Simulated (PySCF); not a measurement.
# Unknowns

[PySCF: GFN2-xTB structure; shielding tensors at PBE0/pcSseg-1 (GIAO); equivalent nuclei averaged; single conformer; no relativistic terms; in vacuum]

δ = σ(ref) − σ, references computed at the same level: TMS for ¹H (σ = 31.72 ppm), ¹³C (σ = 186.93 ppm). Where no couplings were computed, multiplicities follow the n + 1 count of equivalent neighbours, and m marks all less simple cases (inequivalent or close neighbours, rings, F or P nearby). Acid and N–H amide carbonyl carbons lie up to 10 ppm further downfield in solution (hydrogen bonding). Shifts are as computed. Against solution values, carbons near 30 ppm lie about +3 ppm off and those near 130 ppm about +5 ppm. Of 1211 compounds with measured shifts, 218 miss one by over three times the rms of a fit or turn the order of signals round; such compounds aren't used in these exercises. OH and NH positions are gas-phase values without hydrogen bonding to other molecules.

(1) C8H12N2. ¹H NMR (600 MHz, computed): δ 6.52 (m, 1H), 6.37 (m, 1H), 6.30 (m, 1H), 6.01 (m, 1H), 5.90 (m, 1H), 5.52 (m, 1H), 5.50 (m, 1H), 2.41 (q, 2H), 1.15 (t, 3H). ¹³C{¹H} NMR (computed): δ 135.1 (CH), 134.7 (CH), 133.1 (CH2), 132.0 (C), 125.3 (CH2), 123.9 (CH), 37.1 (CH2), 15.8 (CH3). Identify the compound.

(2) C6H9NO2. ¹H NMR (400 MHz, computed): δ 7.97 (d, 1H), 7.45 (m, 1H), 6.09 (br, 1H), 4.49 (d, 1H), 4.44 (m, 1H), 4.44 (m, 1H), 3.76 (s, 3H). ¹³C{¹H} NMR (computed): δ 171.7 (CH), 163.8 (C), 137.2 (CH), 98.0 (CH), 93.2 (CH2), 56.8 (CH3). Identify the compound.

Answers

(1) SMILES C=C/C=N\N=C(/C=C)CC. The formula gives 4 degrees of unsaturation (no ring in the answer). 8 carbon signals for 8 carbons: no two carbons are equivalent. Carbon types of the structure: 1 × C, 3 × CH, 3 × CH2, 1 × CH3, which accounts for all hydrogens. δC 135.1, 134.7: alkene CH; an sp2 carbon of a C=C bond. δC 133.1, 125.3: terminal =CH2 carbon; the olefinic region. δC 132.0, 123.9: C=N carbon. δH 6.01, 5.90, 5.52, 5.50: hydrogen on a terminal =CH2 carbon; attached to an sp2 carbon and in the plane of the double bond.

The shifts were computed for this structure.

(2) `CO/C=C/C(NC=C)=O`. Rings plus π bonds: 3 (no ring in the answer). 6 carbon signals for 6 carbons: no two carbons are equivalent. Carbon types of the structure: 1 × C, 3 × CH, 1 × CH2, 1 × CH3, leaving 1 H on heteroatoms. δC 171.7: alkene carbon bearing oxygen; an sp2 carbon further deshielded by the attached heteroatom. δC 163.8: amide carbonyl carbon; it is a carbonyl in resonance with an O or N lone pair, the region of acids, esters and amides. δC 137.2: alkene carbon bearing nitrogen; an sp2 carbon further deshielded by the attached heteroatom. δC 98.0, 93.2: β carbon of an enol-ether or enamine type C=C; the O or N lone pair pushes π density onto this β carbon and shields it.

The shifts were computed for this structure.
